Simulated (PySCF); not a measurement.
PySCF input file for C2H7O, SMILES CC[OH2+], charge +1, TDA-CAM-B3LYP/def2-SVPD. Coordinates come from a B3LYP-D3(BJ)/def2-TZVP optimisation. The isomer is the one that the SMILES or the coordinates give; other isomers of the formula were not compared.

```python
import numpy as np
from pyscf import gto, scf, dft, tdscf

mol = gto.M(
    atom='''
    C    -0.30401898    1.26216068    0.00000000
    C     0.62200238    0.08944277   -0.00000000
    O    -0.17373397   -1.25654312    0.00000000
    H     0.31988240    2.16060646   -0.00000000
    H    -0.92690313    1.30024342   -0.89438235
    H    -0.92690312    1.30024343    0.89438234
    H     1.23033365   -0.02422304    0.89256071
    H     1.23033365   -0.02422305   -0.89256070
    H    -0.72238602   -1.38496148   -0.79675261
    H    -0.72238603   -1.38496147    0.79675261
    ''',
    basis='def2-SVPD',
    charge=1,
    spin=0,
    symmetry=True,
    max_memory=1600,
    verbose=4,
)
mf = dft.RKS(mol, xc='cam-b3lyp').density_fit(auxbasis='def2-universal-jkfit')
mf.grids.level = 3
mf.conv_tol = 1e-9
mf.max_cycle = 100
mf.kernel()
mf.grids = dft.Grids(mol).set(level=1).build(with_non0tab=True)  # coarser grid for the response kernel
td = tdscf.TDA(mf)
td.singlet = True
td.nstates = 10
td.conv_tol = 1e-4
td.kernel(x0=td.get_init_guess(mf, 15))
td.analyze()
tt = tdscf.TDA(mf)
tt.singlet = False
tt.nstates = 4
tt.conv_tol = 1e-4
tt.kernel(x0=tt.get_init_guess(mf, 9))
tt.analyze(verbose=3)
```

Output:

```
PySCF version 2.14.0

[INPUT] verbose = 4
[INPUT] num. atoms = 10
[INPUT] num. electrons = 26
[INPUT] charge = 1
[INPUT] spin (= nelec alpha-beta = 2S) = 0
[INPUT] symmetry True subgroup None
[INPUT] Mole.unit = angstrom
[INPUT] Symbol           X                Y                Z      unit          X                Y                Z       unit  Magmom
[INPUT]  1 C     -0.304018980000   1.262160680000   0.000000000000 AA   -0.574512608870   2.385138010395   0.000000000000 Bohr   0.0
[INPUT]  2 C      0.622002380000   0.089442770000   0.000000000000 AA    1.175414147028   0.169022339122   0.000000000000 Bohr   0.0
[INPUT]  3 O     -0.173733970000  -1.256543120000   0.000000000000 AA   -0.328309621833  -2.374522360506   0.000000000000 Bohr   0.0
[INPUT]  4 H      0.319882400000   2.160606460000   0.000000000000 AA    0.604490128069   4.082954472366   0.000000000000 Bohr   0.0
[INPUT]  5 H     -0.926903130000   1.300243420000  -0.894382350000 AA   -1.751593059702   2.457103959068  -1.690137692145 Bohr   0.0
[INPUT]  6 H     -0.926903120000   1.300243430000   0.894382340000 AA   -1.751593040805   2.457103977965   1.690137673248 Bohr   0.0
[INPUT]  7 H      1.230333650000  -0.024223040000   0.892560710000 AA    2.324993640336  -0.045774911504   1.686695291447 Bohr   0.0
[INPUT]  8 H      1.230333650000  -0.024223050000  -0.892560700000 AA    2.324993640336  -0.045774930402  -1.686695272550 Bohr   0.0
[INPUT]  9 H     -0.722386020000  -1.384961480000  -0.796752610000 AA   -1.365111734015  -2.617197890272  -1.505644221932 Bohr   0.0
[INPUT] 10 H     -0.722386030000  -1.384961470000   0.796752610000 AA   -1.365111752912  -2.617197871375   1.505644221932 Bohr   0.0

nuclear repulsion = 87.7375259583336
point group symmetry = Cs
symmetry origin: [2.79959424e-09 6.99898674e-10 8.22387426e-18]
symmetry axis x: [ 1.00000000e+00 -1.75898991e-09  4.95977809e-09]
symmetry axis y: [-1.75898991e-09 -1.00000000e+00 -4.24531946e-10]
symmetry axis z: [-4.95977809e-09 -4.24531720e-10  1.00000000e+00]
num. orbitals of irrep A' = 74
num. orbitals of irrep A" = 45
number of shells = 53
number of NR pGTOs = 163
number of NR cGTOs = 119
basis = def2-SVPD
ecp = {}


[settings echo left out]
init E= -155.588759509547
HOMO (A") = -0.395861189819728  LUMO (A') = -0.0229977594170161  gap/eV = 10.14613
cycle= 1 E= -155.134019119326  delta_E= 0.455  |g|= 0.358  |ddm|= 3.64
HOMO (A") = -0.636804768124497  LUMO (A') = -0.202540424331081  gap/eV = 11.81693
cycle= 2 E= -155.151500974448  delta_E= -0.0175  |g|= 0.273  |ddm|= 0.779
HOMO (A") = -0.637970057166982  LUMO (A') = -0.193892482471212  gap/eV = 12.08397
cycle= 3 E= -155.16520039311  delta_E= -0.0137  |g|= 0.0637  |ddm|= 0.333
HOMO (A") = -0.63836001581173  LUMO (A') = -0.184995146134249  gap/eV = 12.33669
cycle= 4 E= -155.16588532338  delta_E= -0.000685  |g|= 0.02  |ddm|= 0.0614
HOMO (A") = -0.637359683988141  LUMO (A') = -0.185470708102387  gap/eV = 12.29653
cycle= 5 E= -155.16596273771  delta_E= -7.74e-05  |g|= 0.00415  |ddm|= 0.0229
HOMO (A") = -0.637366987885514  LUMO (A') = -0.185335717573898  gap/eV = 12.30040
cycle= 6 E= -155.165966764795  delta_E= -4.03e-06  |g|= 0.000611  |ddm|= 0.0069
HOMO (A") = -0.637309912761721  LUMO (A') = -0.185358120211657  gap/eV = 12.29823
cycle= 7 E= -155.165966866404  delta_E= -1.02e-07  |g|= 8.36e-05  |ddm|= 0.00123
HOMO (A") = -0.637323121282384  LUMO (A') = -0.18536245132612  gap/eV = 12.29848
cycle= 8 E= -155.165966869039  delta_E= -2.64e-09  |g|= 1.95e-05  |ddm|= 0.000238
HOMO (A") = -0.637319411337262  LUMO (A') = -0.1853604497717  gap/eV = 12.29843
cycle= 9 E= -155.165966869179  delta_E= -1.4e-10  |g|= 8.59e-06  |ddm|= 4.64e-05
HOMO (A") = -0.63732196877276  LUMO (A') = -0.185361106129704  gap/eV = 12.29848
Extra cycle  E= -155.165966869189  delta_E= -1e-11  |g|= 6.8e-06  |ddm|= 1.87e-05
converged SCF energy = -155.165966869189
tot grids = 32848


******** <class 'pyscf.tdscf.rks.TDA'> for <class 'pyscf.df.df_jk.DFSymAdaptedRKS'> ********
nstates = 10 singlet
deg_eia_thresh = 1.000e-03
wfnsym = None
conv_tol = 0.0001
eigh lindep = 1e-12
eigh level_shift = 0
eigh max_cycle = 100


Excitation energies (eV)
[ 8.87092886  9.20184653  9.79765505 10.27576075 10.78041146 11.03137682
 11.18728226 11.29324491 11.49725439 11.65583383]

** Singlet excitation energies and oscillator strengths **
Excited State   1:   A"      8.87093 eV    139.76 nm  f=0.0000
      13 -> 14       -0.67505
      13 -> 15        0.11966
      13 -> 18       -0.10089
Excited State   2:   A'      9.20185 eV    134.74 nm  f=0.0049
      11 -> 14       -0.60319
      11 -> 15        0.13662
      12 -> 14        0.29535
Excited State   3:   A'      9.79766 eV    126.54 nm  f=0.1334
      11 -> 14        0.26637
      11 -> 15       -0.13896
      12 -> 14        0.61959
Excited State   4:   A"     10.27576 eV    120.66 nm  f=0.0207
      13 -> 14       -0.15435
      13 -> 15       -0.66081
      13 -> 17        0.12632
Excited State   5:   A'     10.78041 eV    115.01 nm  f=0.0328
       9 -> 14       -0.11255
      11 -> 14       -0.17709
      11 -> 15       -0.45271
      11 -> 17        0.13727
      11 -> 18        0.12013
      12 -> 15        0.39353
      12 -> 17       -0.11181
      13 -> 16       -0.12927
Excited State   6:   A'     11.03138 eV    112.39 nm  f=0.0531
      11 -> 14        0.11549
      11 -> 15        0.41069
      12 -> 15        0.52672
Excited State   7:   A'     11.18728 eV    110.83 nm  f=0.0403
      12 -> 15        0.14858
      13 -> 16        0.67775
Excited State   8:   A"     11.29324 eV    109.79 nm  f=0.0012
       9 -> 16        0.15162
      11 -> 16        0.44185
      12 -> 16       -0.51499
Excited State   9:   A"     11.49725 eV    107.84 nm  f=0.0225
      10 -> 14       -0.47529
      10 -> 17       -0.10967
      13 -> 15        0.17530
      13 -> 17        0.42901
Excited State  10:   A"     11.65583 eV    106.37 nm  f=0.0000
      10 -> 14        0.42675
      10 -> 15       -0.10433
      11 -> 16       -0.13172
      12 -> 16       -0.11547
      13 -> 17        0.45113
      13 -> 18        0.21952

** Transition electric dipole moments (AU) **
state          X           Y           Z        Dip. S.      Osc.
  1        -0.0000     -0.0000      0.0035      0.0000      0.0000
  2        -0.0447      0.1404     -0.0000      0.0217      0.0049
  3         0.0760      0.7416     -0.0000      0.5558      0.1334
  4         0.0000     -0.0000     -0.2867      0.0822      0.0207
  5        -0.0131     -0.3521      0.0000      0.1241      0.0328
  6         0.4026     -0.1856     -0.0000      0.1965      0.0531
  7        -0.3223     -0.2081      0.0000      0.1472      0.0403
  8         0.0000     -0.0000     -0.0660      0.0044      0.0012
  9         0.0000     -0.0000     -0.2824      0.0798      0.0225
 10        -0.0000      0.0000      0.0111      0.0001      0.0000

** Transition velocity dipole moments (imaginary part, AU) **
state          X           Y           Z        Dip. S.      Osc.
  1         0.0000      0.0000     -0.0330      0.0011      0.0022
  2        -0.0617      0.0588     -0.0000      0.0073      0.0143
  3         0.0347      0.2048      0.0000      0.0431      0.0799
  4         0.0000     -0.0000     -0.0532      0.0028      0.0050
  5         0.0375     -0.0890     -0.0000      0.0093      0.0157
  6         0.1138     -0.0442     -0.0000      0.0149      0.0245
  7        -0.0981     -0.0494      0.0000      0.0121      0.0195
  8         0.0000      0.0000     -0.0073      0.0001      0.0001
  9        -0.0000      0.0000     -0.0813      0.0066      0.0104
 10        -0.0000      0.0000     -0.0064      0.0000      0.0001

** Transition magnetic dipole moments (imaginary part, AU) **
state          X           Y           Z
  1        -0.1801      0.6889     -0.0000
  2         0.0000      0.0000      0.8507
  3         0.0000      0.0000     -0.1646
  4         1.0043      0.2365      0.0000
  5        -0.0000     -0.0000      0.3967
  6         0.0000      0.0000      1.3542
  7         0.0000      0.0000     -0.0774
  8        -0.3296     -0.0091      0.0000
  9         0.4034     -0.9768     -0.0000
 10        -0.8839     -0.2664     -0.0000


******** <class 'pyscf.tdscf.rks.TDA'> for <class 'pyscf.df.df_jk.DFSymAdaptedRKS'> ********
nstates = 4 triplet
deg_eia_thresh = 1.000e-03
wfnsym = None
conv_tol = 0.0001
eigh lindep = 1e-12
eigh level_shift = 0
eigh max_cycle = 100


Excitation energies (eV)
[8.55944454 8.60377497 9.2468224  9.81526723]

** Triplet excitation energies and oscillator strengths **
Excited State   1:   A"      8.55944 eV    144.85 nm  f=0.0000
Excited State   2:   A'      8.60377 eV    144.10 nm  f=0.0000
Excited State   3:   A'      9.24682 eV    134.08 nm  f=0.0000
Excited State   4:   A"      9.81527 eV    126.32 nm  f=0.0000
```

The run converged.
